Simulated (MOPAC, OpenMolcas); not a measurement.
## CH4AlClO (SMILES C[O][AlH][Cl]): methods side by side

The species is CH4AlClO (8 atoms), meant as a singlet with charge 0. As SMILES, `C[O][AlH][Cl]`. The shape is that of a PBE0-D4/def2-TZVP optimisation. This is one conformer, not always the lowest.

Quantity: the HOMO–LUMO gap, in eV. The values are calculated.

```json
{"level": "PM6", "kind": "semi-empirical", "program": "MOPAC", "value (eV)": "12.21"}
{"level": "HF/6-31G* (spherical functions)", "kind": "Hartree–Fock", "program": "OpenMolcas", "value (eV)": "14.22"}
{"level": "SVWN5/6-31G* (spherical functions)", "kind": "LDA", "program": "OpenMolcas", "value (eV)": "5.33"}
{"level": "PBE/6-31G* (spherical functions)", "kind": "GGA", "program": "OpenMolcas", "value (eV)": "5.40"}
{"level": "revPBE/6-31G* (spherical functions)", "kind": "GGA", "program": "OpenMolcas", "value (eV)": "5.45"}
{"level": "M06-L/6-31G* (spherical functions)", "kind": "meta-GGA", "program": "OpenMolcas", "value (eV)": "6.13"}
{"level": "B3LYP/6-31G* (spherical functions)", "kind": "global hybrid", "program": "OpenMolcas", "value (eV)": "7.23"}
{"level": "PBE0/6-31G* (spherical functions)", "kind": "global hybrid", "program": "OpenMolcas", "value (eV)": "7.70"}
{"level": "B2PLYP/6-31G* (spherical functions)", "kind": "double hybrid", "program": "OpenMolcas", "value (eV)": "10.14"}
```

The values span 5.33 to 14.22 eV. Orbital gaps aren't excitation energies, and those of double hybrids come from the SCF part alone; they tend to grow with the share of exact exchange.
